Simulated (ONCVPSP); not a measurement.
**Logarithmic derivatives: O, ONCV**

| Item | Value |
| --- | --- |
| Element | oxygen |
| Generator | ONCVPSP 4.0.1 |
| Type | optimised norm-conserving Vanderbilt (ONCV) |
| Functional | PBE |
| Relativity | scalar-relativistic |
| Frozen core | [He] |
| Valence charge | 6 |
| Reference configuration | 2s2 2p4 |
| Partial waves | 2s: rc 0.72 bohr, ncon 4, nbas 8, qcut 7.9 1/bohr, 1 projector; 2p: rc 1.00 bohr, ncon 4, nbas 7, qcut 9.1 1/bohr, 1 projector; d scattering state at 0.07 Ha: rc 0.95 bohr, ncon 4, nbas 8, qcut 10.5 1/bohr, 2 projectors, debl 2.3 Ha |
| Local potential | polynomial inside 0.60 bohr (lpopt 5, dvloc0 4 Ha) |
| Core correction | Teter function, fcfact 5.75, rcfact 1.35 |

The phase is arctan(r·R′/R) of the radial function R(r), unwrapped; energies in Ha, scanned from -2 to 5 Ha. A pole is an energy at which the radial function vanishes at the test radius. The pseudo phase is shifted by a multiple of π to meet the all-electron one at the reference energy, and phase errors are pseudo minus all-electron; the curves can meet again beyond the range given. Levels narrower than the energy grid can be missing from the lists of poles.

```tsv
channel	radius (bohr)	reference energy (Ha)	poles, all-electron	poles, pseudo	unbroken range about the reference energy with phases within 0.05 rad	phase error 1 Ha above the reference energy (rad)
s	0.73	-0.88	none	none	the whole range	-0.002
p	1.01	-0.33	2.60	2.69	the whole range	+0.001
d	0.96	0.07	none	none	the whole range	-0.000
```

Phases in the d channel:

| E (Ha) | all-electron | pseudo |
| --- | --- | --- |
| -1.98 | 1.048 | 1.048 |
| -1.80 | 1.034 | 1.034 |
| -1.62 | 1.020 | 1.020 |
| -1.44 | 1.004 | 1.004 |
| -1.26 | 0.988 | 0.988 |
| -1.08 | 0.970 | 0.970 |
| -0.90 | 0.951 | 0.951 |
| -0.72 | 0.930 | 0.930 |
| -0.54 | 0.908 | 0.908 |
| -0.36 | 0.885 | 0.885 |
| -0.18 | 0.859 | 0.859 |
| 0.00 | 0.832 | 0.832 |
| 0.18 | 0.802 | 0.802 |
| 0.36 | 0.770 | 0.770 |
| 0.54 | 0.735 | 0.735 |
| 0.72 | 0.696 | 0.696 |
| 0.90 | 0.655 | 0.655 |
| 1.08 | 0.609 | 0.609 |
| 1.26 | 0.560 | 0.560 |
| 1.44 | 0.506 | 0.506 |
| 1.62 | 0.447 | 0.447 |
| 1.80 | 0.384 | 0.384 |
| 1.98 | 0.316 | 0.316 |
| 2.16 | 0.243 | 0.243 |
| 2.34 | 0.165 | 0.165 |
| 2.52 | 0.084 | 0.084 |
| 2.70 | -0.001 | -0.001 |
| 2.88 | -0.088 | -0.088 |
| 3.06 | -0.175 | -0.175 |
| 3.24 | -0.262 | -0.262 |
| 3.42 | -0.348 | -0.348 |
| 3.60 | -0.431 | -0.431 |
| 3.78 | -0.510 | -0.510 |
| 3.96 | -0.584 | -0.584 |
| 4.14 | -0.654 | -0.654 |
| 4.32 | -0.719 | -0.719 |
| 4.50 | -0.780 | -0.780 |
| 4.68 | -0.835 | -0.835 |
| 4.86 | -0.886 | -0.886 |
